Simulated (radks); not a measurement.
Trend from Mg2+ to Ar2+: ionisation energy by Delta-SCF between NIST ground configurations, and size. Method: non-relativistic Kohn-Sham, PBE, spin-polarised, spherical densities, point nucleus; open shells are filled with parallel spins first; computed with a radial shooting solver on a logarithmic mesh with Libxc functionals.

Mg2+: configuration [Ne]; configuration of the ion [He] 2s2 2p5; IE (eV) 80.495; NIST (eV) 80.144; kind exp.; -e(HOMO) (eV) 66.718 (2p); outermost 2s; <r> outermost (bohr) 0.697; r at 0.001 e/bohr^3 (bohr) 2.22
Al2+: configuration [Ne] 3s1; configuration of the ion [Ne]; IE (eV) 28.822; NIST (eV) 28.448; kind exp.; -e(HOMO) (eV) 24.440 (3s); outermost 3s; <r> outermost (bohr) 2.20; r at 0.001 e/bohr^3 (bohr) 3.36
Si2+: configuration [Ne] 3s2; configuration of the ion [Ne] 3s1; IE (eV) 33.383; NIST (eV) 33.493; kind exp.; -e(HOMO) (eV) 28.478 (3s); outermost 3s; <r> outermost (bohr) 1.96; r at 0.001 e/bohr^3 (bohr) 3.43
P2+: configuration [Ne] 3s2 3p1; configuration of the ion [Ne] 3s2; IE (eV) 30.092; NIST (eV) 30.203; kind exp.; -e(HOMO) (eV) 24.878 (3p); outermost 3p; <r> outermost (bohr) 1.96; r at 0.001 e/bohr^3 (bohr) 3.46
S2+: configuration [Ne] 3s2 3p2; configuration of the ion [Ne] 3s2 3p1; IE (eV) 34.944; NIST (eV) 34.86; kind semi-emp.; -e(HOMO) (eV) 29.014 (3p); outermost 3p; <r> outermost (bohr) 1.75; r at 0.001 e/bohr^3 (bohr) 3.38
Cl2+: configuration [Ne] 3s2 3p3; configuration of the ion [Ne] 3s2 3p2; IE (eV) 39.647; NIST (eV) 39.8; kind semi-emp.; -e(HOMO) (eV) 33.095 (3p); outermost 3p; <r> outermost (bohr) 1.59; r at 0.001 e/bohr^3 (bohr) 3.27
Ar2+: configuration [Ne] 3s2 3p4; configuration of the ion [Ne] 3s2 3p3; IE (eV) 40.500; NIST (eV) 40.74; kind semi-emp.; -e(HOMO) (eV) 33.989 (3p); outermost 3p; <r> outermost (bohr) 1.48; r at 0.001 e/bohr^3 (bohr) 3.19

Reference values: NIST Atomic Spectra Database (exp. = measured, semi-emp. = semi-empirical, theory = theoretical value adopted there). Open shells are spherical and high-spin; term and fine-structure splittings are not resolved.
